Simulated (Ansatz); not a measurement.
A nudged elastic band was laid between two geometries of C₂H₇FOSi (12 atoms, charge 0, multiplicity 1).

Level of theory: RKS r2SCAN/def2-SVP (Ansatz).

| Quantity | Value |
| --- | --- |
| movable images | 5 |
| climbing image | yes |
| spring | 5.0 eV/Å² |
| optimiser | quadratic models (default) |
| start path | through a guess of the saddle point |
| force threshold | 0.03 eV/Å |
| iteration limit | 60 |
| end points | relaxed |

Initial state:

```xyz
12
Properties=species:S:1:pos:R:3
C -0.739 0.444 1.230
C 0.420 0.254 0.269
O 1.248 -0.807 0.784
Si -0.096 -0.363 -1.441
F -0.953 0.756 -2.266
H -0.367 0.726 2.228
H -1.420 1.231 0.870
H -1.312 -0.492 1.336
H 0.991 1.203 0.204
H 2.105 -0.762 0.339
H -0.939 -1.581 -1.295
H 1.138 -0.666 -2.225
```

Final state:

```xyz
12
Properties=species:S:1:pos:R:3
C -0.734 0.279 1.253
C 0.015 -0.337 0.130
O 1.574 -0.061 0.416
Si -0.272 -0.375 -1.641
F -0.277 1.024 -2.530
H -0.578 1.376 1.411
H -1.807 0.163 1.023
H -0.584 -0.216 2.238
H 1.847 -0.638 1.149
H 1.735 0.862 0.704
H -1.639 -0.948 -1.821
H 0.796 -1.187 -2.297
```

(1) Which bonds break or form, and what moves?

(2) Give the energies along the band, and the barrier.

(3) What is the geometry of the highest image?

Results:

(1) Bonds broken: C2–H9. Bonds formed: O3–H9.

(2) The forces met the threshold. The highest image is number 5 of 0 to 6, 331.7 kJ/mol above the first end and 19.8 kJ/mol above the last; the last end lies 311.9 kJ/mol above the first. The profile has 2 maxima (images 3, 5) with wells between them (image 4): this band takes more than one step, which may be the mechanism or a detour left from its start path. Neighbouring images differ by up to 2.7 eV, so the band resolves the path poorly. A vibrational analysis at the climbing image gives one clearly imaginary mode, 317i cm⁻¹: a first-order saddle point. The orbitals stay closed-shell, which can raise the energy where a bond breaks towards radicals; this wasn't checked here.

```json
{"image": "0", "path coordinate (Å)": "0.00", "energy (kJ/mol)": "0.0", "C2–H9 (Å)": "1.11", "O3–H9 (Å)": "2.11"}
{"image": "1", "path coordinate (Å)": "1.36", "energy (kJ/mol)": "9.4", "C2–H9 (Å)": "1.11", "O3–H9 (Å)": "2.10"}
{"image": "2", "path coordinate (Å)": "2.72", "energy (kJ/mol)": "57.8", "C2–H9 (Å)": "1.13", "O3–H9 (Å)": "1.91"}
{"image": "3", "path coordinate (Å)": "4.08", "energy (kJ/mol)": "319.2", "C2–H9 (Å)": "2.13", "O3–H9 (Å)": "0.97"}
{"image": "4", "path coordinate (Å)": "5.44", "energy (kJ/mol)": "312.4", "C2–H9 (Å)": "2.19", "O3–H9 (Å)": "0.98"}
{"image": "5", "path coordinate (Å)": "6.79", "energy (kJ/mol)": "331.7", "C2–H9 (Å)": "2.17", "O3–H9 (Å)": "0.97"}
{"image": "6", "path coordinate (Å)": "8.23", "energy (kJ/mol)": "311.9", "C2–H9 (Å)": "2.12", "O3–H9 (Å)": "0.97"}
```

(3) 
```xyz
12
Properties=species:S:1:pos:R:3:forces:R:3
C -0.779 0.226 1.313 0.00 0.00 0.00
C -0.072 -0.370 0.160 0.00 0.00 0.00
O 1.571 -0.274 0.570 0.00 0.00 0.00
Si -0.256 -0.341 -1.615 0.00 0.00 0.00
F -0.122 1.063 -2.492 0.00 0.00 0.00
H -0.555 1.294 1.555 0.00 0.00 0.00
H -1.850 0.203 1.044 0.00 0.00 0.00
H -0.703 -0.359 2.254 0.00 0.00 0.00
H 1.603 0.213 1.413 0.00 0.00 0.00
H 2.024 0.296 -0.074 0.00 0.00 0.00
H -1.632 -0.835 -1.902 0.00 0.00 0.00
H 0.847 -1.171 -2.190 0.00 0.00 0.00
```

Run time: 16 min on 2 threads of Arm Neoverse V1, with other jobs on the host, peak memory 0.17 GiB.
